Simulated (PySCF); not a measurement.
Precursor series Ta Cl-NH2. Gas-phase values, no solvent. One relaxed conformer stands for each flexible species; it need not be the lowest.

Calculation: PySCF with TPSSh-D3(BJ)/def2-TZVP // r2SCAN-D4/def2-SVP. All candidates: neutral, multiplicity 1. 

```json
{
 "LUMO": "-2.81 eV",
 "HOMO": "-6.78 eV",
 "HOMO–LUMO gap": "3.97 eV"
}
```

Problem. Name which member has these values.
(A) [Ta(NH2)5]
(B) [Ta(Cl)3(NH2)2]
(C) [Ta(Cl)2(NH2)3]
(D) [Ta(Cl)(NH2)4]

Solution. C, [Ta(Cl)2(NH2)3]. The others give [Ta(Cl)3(NH2)2]: -3.26 eV, -7.57 eV, 4.31 eV; [Ta(NH2)5]: -0.78 eV, -5.65 eV, 4.87 eV; [Ta(Cl)(NH2)4]: -1.56 eV, -6.43 eV, 4.86 eV
